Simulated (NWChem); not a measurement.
System meant: C7H7, doublet; SMILES C1=CC2C=C[C]1C2

Here is an NWChem input.

```
start job
memory heap 200 mb stack 900 mb global 1100 mb
geometry units angstroms noautoz
  C     -0.800948    -0.370052     1.243272
  C      0.521112    -0.596063     1.246858
  C      1.103064     0.092999     0.000000
  C      0.521112    -0.596063    -1.246858
  C     -0.800948    -0.370052    -1.243272
  C     -1.041223     0.454007     0.000000
  C      0.185497     1.358226     0.000000
  H     -1.557241    -0.762531     1.924401
  H      1.098174    -1.203008     1.947442
  H      2.190802     0.249914     0.000000
  H      1.098174    -1.203008    -1.947442
  H     -1.557241    -0.762531    -1.924401
  H      0.294923     1.968868    -0.908147
  H      0.294923     1.968868     0.908147
end
basis spherical
  C library def2-svp
  H library def2-svp
end
dft
  odft
  mult 2
  xc xpbe96 cpbe96
  iterations 4
  mulliken
end
task dft energy
```

End of the output:

```
     --------------------------
     Expectation value of S2:
     --------------------------
      <S2> =      0.7526 (Exact =     0.7500)

 center of mass
 --------------
 x =  -0.03826358 y =  -0.00586429 z =   0.00000000

 moments of inertia (a.u.)
 ------------------
         498.760723619448           0.000000000000           0.000000000000
           0.000000000000         547.864560223940          -0.000000000000
           0.000000000000          -0.000000000000         395.402414485602

     Multipole analysis of the density
     ---------------------------------

     L   x y z        total         alpha         beta         nuclear
     -   - - -        -----         -----         ----         -------
     0   0 0 0     -0.000000    -25.000000    -24.000000     49.000000

     1   1 0 0      0.368466      1.182091     -0.813625      0.000000
     1   0 1 0     -0.184356     -0.530405      0.346048     -0.000000
     1   0 0 1     -0.000000     -0.000000     -0.000000      0.000000

     2   2 0 0    -30.098641    -85.299741    -77.555146    132.756246
     2   1 1 0      0.531107      0.379750     -2.418225      2.569582
     2   1 0 1     -0.000000      0.000000     -0.000000      0.000000
     2   0 2 0    -31.085106    -70.574312    -68.233032    107.722238
     2   0 1 1     -0.000000     -0.000000     -0.000000     -0.000000
     2   0 0 2    -30.232211   -111.967636   -110.551114    192.286539

 ------------------------------------------------------------------------
 dft energy failed                                                                                  0
 ------------------------------------------------------------------------
 ------------------------------------------------------------------------
  current input line :
    30: task dft energy
 ------------------------------------------------------------------------
 ------------------------------------------------------------------------
 This type of error is most commonly associated with calculations not reaching convergence criteria
 ------------------------------------------------------------------------
 For more information see the NWChem manual at https://nwchemgit.github.io

0:dft energy failed:Received an Error in Communication
```

**Question.** What is wrong, and how is it mended?

**Answer.** Convergence was not reached. Cause: the SCF was allowed too few iterations. This input runs:
```
start job
memory heap 200 mb stack 900 mb global 1100 mb
geometry units angstroms noautoz
  C     -0.800948    -0.370052     1.243272
  C      0.521112    -0.596063     1.246858
  C      1.103064     0.092999     0.000000
  C      0.521112    -0.596063    -1.246858
  C     -0.800948    -0.370052    -1.243272
  C     -1.041223     0.454007     0.000000
  C      0.185497     1.358226     0.000000
  H     -1.557241    -0.762531     1.924401
  H      1.098174    -1.203008     1.947442
  H      2.190802     0.249914     0.000000
  H      1.098174    -1.203008    -1.947442
  H     -1.557241    -0.762531    -1.924401
  H      0.294923     1.968868    -0.908147
  H      0.294923     1.968868     0.908147
end
basis spherical
  * library def2-svp
end
dft
  odft
  mult 2
  xc xpbe96 cpbe96
  iterations 150
  mulliken
end
task dft energy
```
It converges to -270.24967 Ha (PBE/def2-SVP, spin-unrestricted).
